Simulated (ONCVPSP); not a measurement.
Configuration tests for Ba (ONCV)

```json
{"Element": "Ba", "Generator": "ONCVPSP 4.0.1", "Type": "optimised norm-conserving Vanderbilt (ONCV)", "Functional": "PBEsol", "Relativity": "scalar-relativistic", "Frozen core": "[Kr] 4d10 5s2", "Valence charge": "8", "Reference configuration": "5p6 5d0.5 6s1.5", "Partial waves": "6s: rc 4.00 bohr, ncon 4, nbas 9, qcut 1.7 1/bohr, 1 projector; 5p: rc 2.10 bohr, ncon 3, nbas 8, qcut 4.2 1/bohr, 2 projectors, debl 2.1 Ha; 5d: rc 3.95 bohr, ncon 3, nbas 8, qcut 3.1 1/bohr, 2 projectors, debl 1 Ha", "Local potential": "polynomial inside 1.90 bohr (lpopt 4, dvloc0 4 Ha)", "Core correction": "polynomial model core, fcfact 0.7"}
```

Energies are relative to the spin-unpolarised reference configuration 5p6 5d0.5 6s1.5; without spin polarisation the order of configurations can differ from experiment.

Question: Give the all-electron excitation energy and the error of the potential for: 5p6 5d0 6s2; 5p6 5d0 6s1; 5p6 5d0 6s0; 5p5 5d0 6s2.

Answer:

```csv
valence configuration,charge,ΔE all-electron (eV),error AE − PS (meV)
5p6 5d0 6s2,0,-0.642,+1.8
5p6 5d0 6s1,+1,4.740,+28
5p6 5d0 6s0,+2,14.634,+14
5p5 5d0 6s2,+1,22.652,+340
```

Levels in the configuration 5p6 5d0 6s2:

```json
{"level": "5p", "all-electron (eV)": "-18.741", "pseudo (eV)": "-18.737"}
{"level": "6s", "all-electron (eV)": "-3.247", "pseudo (eV)": "-3.235"}
```

Note: no bound ghost flagged; GHOST(+) flagged for s at 3.4 eV, d at 28.0 eV.
